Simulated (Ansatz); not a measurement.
Reaction (cleavage of the Si–Si bond): `N[Si]([SiH3])(Cl)O[SiH3]` + `NCCO` → `OCCN[SiH3]` + `N[SiH](Cl)O[SiH3]`

Isolated molecules relaxed with PBE0-D4/def2-TZVP in Ansatz; ΔE leaves out vibrations. CBS: MP2 limit from def2 TZ/QZ plus the TZ coupled-cluster correction, frozen cores. This one scheme is used for every species. DFT in def2-TZVPP. Each species was taken in one conformer, which may not be the lowest.

`N[Si]([SiH3])(Cl)O[SiH3]`:

```xyz
14

N     1.543   -0.997    0.245
Si    0.445    0.304    0.337
Si    0.803    2.105   -1.102
Cl    0.619    0.978    2.281
O    -1.068   -0.225    0.054
Si   -2.037   -1.492    0.466
H     1.705   -1.493   -0.616
H     2.326   -1.056    0.875
H    -0.245    3.144   -0.931
H     2.136    2.704   -0.828
H     0.782    1.627   -2.513
H    -1.676   -2.684   -0.344
H    -3.435   -1.099    0.170
H    -1.897   -1.814    1.908
```

`NCCO`:

```xyz
11

N     1.124    0.918    0.446
C    -0.194    0.358    0.686
C    -0.406   -0.847   -0.194
O    -0.407   -0.403   -1.540
H     1.202    1.162   -0.534
H     1.256    1.768    0.979
H    -0.262    0.036    1.730
H    -1.022    1.062    0.506
H     0.407   -1.563   -0.019
H    -1.361   -1.327    0.059
H    -0.336   -1.165   -2.118
```

`OCCN[SiH3]`:

```xyz
14

O    -1.060    2.147    0.425
C    -0.168    1.697   -0.578
C    -0.164    0.187   -0.689
N     0.203   -0.416    0.570
Si    0.757   -2.028    0.741
H    -1.958    1.975    0.128
H    -0.405    2.145   -1.552
H     0.821    2.045   -0.272
H     0.557   -0.108   -1.460
H    -1.155   -0.144   -1.046
H    -0.256    0.033    1.349
H     1.159   -2.217    2.158
H     1.917   -2.235   -0.170
H    -0.247   -3.082    0.397
```

`N[SiH](Cl)O[SiH3]`:

Z-matrix (Å, degrees):
```
Si
Cl 1 2.072
O 1 1.620 2 106.3
N 1 1.692 2 114.5 3 -119.7
H 1 1.474 2 105.7 3 120.2
Si 3 1.643 1 142.5 2 16.8
H 4 1.008 1 120.8 2 71.0
H 4 1.007 1 120.0 2 -76.1
H 6 1.482 3 107.3 1 169.2
H 6 1.485 3 110.5 1 49.6
H 6 1.484 3 110.1 1 -71.6
```

Is it downhill or uphill in electronic energy at CCSD(T)/CBS, and by how much? (An estimate is asked.)

Computed: Downhill: ΔE = -0.53 eV.

What do these levels give: r2SCAN-D4, PBE0-D4, PBE0, HF/def2-TZVPP, MP2/CBS(def2), CCSD/CBS(def2)? (An estimate is asked.)

Computed: r2SCAN-D4 -0.49, PBE0-D4 -0.40, PBE0 -0.43, HF/def2-TZVPP -0.72, MP2/CBS(def2) -0.61, CCSD/CBS(def2) -0.56 eV.

Largest T1 diagnostic among the species: 0.012.

In def2-TZVPP, CCSD(T) changes the Hartree–Fock value by +0.18 eV (the triples alone add +0.03 eV) and MP2 by +0.11 eV. The D4 term adds +0.04 eV with B3LYP and +0.03 eV with PBE0; it sums over pairs of atoms, weighted by their polarisabilities, and B3LYP, whose exchange is more repulsive, gets the larger term.

B3LYP here is the variant with VWN-RPA as its local correlation; programs differ in this.
